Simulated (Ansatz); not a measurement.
Isolated molecules relaxed with PBE0-D4/def2-TZVP in Ansatz; ΔE leaves out vibrations. CCSD(T)/CBS is the MP2 limit (def2-TZVPP, def2-QZVPP) plus CCSD(T) − MP2 in def2-TZVPP, frozen cores. This one scheme is used for every species. DFT in def2-TZVPP. For Ge outer-core shells are correlated without core-valence functions, which leaves a few kJ/mol of doubt a bond. Scalar relativity is left out up to krypton. One conformer a species, not always the lowest.

Reaction (formal exchange of groups at the Si–C bond): `[SiH3]C(Cl)Cl` + `[OH][GeH2][OH]` → `[OH][GeH]([OH])[SiH3]` + `ClCCl`

`[SiH3]C(Cl)Cl`:

Cartesian coordinates in Å:
```
Si 0.698 0.572 0.384
C -0.546 -0.611 -0.424
Cl -1.624 0.308 -1.496
Cl -1.455 -1.465 0.840
H 1.607 -0.225 1.243
H 1.466 1.245 -0.692
H -0.068 1.553 1.185
H -0.078 -1.377 -1.039
```

`[OH][GeH2][OH]`:

Cartesian coordinates in Å:
```
O 0.860 -0.992 0.849
Ge 0.281 0.150 -0.382
O -1.452 -0.073 -0.682
H 0.820 -0.641 1.741
H 0.542 1.586 0.118
H 0.959 -0.238 -1.691
H -2.009 0.207 0.047
```

`[OH][GeH]([OH])[SiH3]`:

```xyz
10

O     0.616   -2.048    0.015
Ge    0.540   -0.398    0.684
O    -0.650   -0.322    2.010
Si   -0.069    1.151   -1.039
H    -0.130   -2.270   -0.546
H     1.892   -0.209    1.377
H    -1.560   -0.304    1.708
H     0.905    1.091   -2.160
H    -0.127    2.534   -0.499
H    -1.416    0.774   -1.549
```

`ClCCl`:

Z-matrix (Å, degrees):
```
C
Cl 1 1.762
Cl 1 1.762 2 112.9
H 1 1.086 2 108.1 3 119.6
H 1 1.086 2 108.1 3 -119.6
```

| level | ΔE (eV) |
| --- | --- |
| B97M-V | -0.25 |
| HF/CBS(def2) | -0.19 |

Problem. What does CCSD(T)/CBS give? (An estimate is asked.)

Solution. Ansatz gave: -0.21 eV. The listed levels differ from it by -0.04, 0.02 eV.

Largest T1 diagnostic among the species: 0.013.

The D4 term adds +0.03 eV with B3LYP and +0.02 eV with PBE0; it sums over pairs of atoms, weighted by their polarisabilities, and B3LYP, whose exchange is more repulsive, gets the larger term. From BLYP to BHLYP (50 % exact exchange), in def2-TZVPP and without D4, ΔE moves by +0.08 eV. At CCSD(T), def2-SVP lies +0.06 eV from the extrapolated value and def2-TZVPP −0.00 eV.

B3LYP here is the variant with VWN-RPA as its local correlation; programs differ in this.
